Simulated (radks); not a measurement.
The europium ion Eu+, configuration [Xe] 4f7 6s1 (the NIST ground configuration). All-electron calculation, non-relativistic Kohn-Sham, LDA (Slater exchange, Perdew-Wang correlation), spin-unpolarised, spherical densities, point nucleus; relativity is left out, which matters for an element this heavy. Program: a radial shooting solver on a logarithmic mesh with Libxc functionals.

Radial electron density D(r) = 4 pi r^2 rho(r):

```
   r/bohr * D(r) (the largest magnitude, 107, reaches the edge; | marks zero)
 0.003187 |       *
  0.00432 |           *
 0.005901 |                  *
 0.007998 |                          *
  0.01093 |                                  *
  0.01481 |                                       *
  0.02023 |                                        *
  0.02742 |                                     *
  0.03746 |                                     *
  0.05076 |                                             *
   0.0688 |                                                      *
  0.09399 |                                                  *
   0.1274 |                                          *
    0.174 |                                              *
   0.2358 |                                            *
   0.3222 |                        *
   0.4367 |                     *
   0.5966 |                       *
   0.8085 |            *
    1.096 |      *
    1.497 |   *
    2.029 | *
    2.772 |*
    3.756 *
    5.132 *
    6.955 *
    9.501 *
```

D(r) has 4 maxima, at r = 0.0178, 0.0739, 0.196, 0.542 bohr, and minima at 0.0322, 0.133, 0.390 bohr, inside which lie 1.98, 11.38, 29.47 electrons.
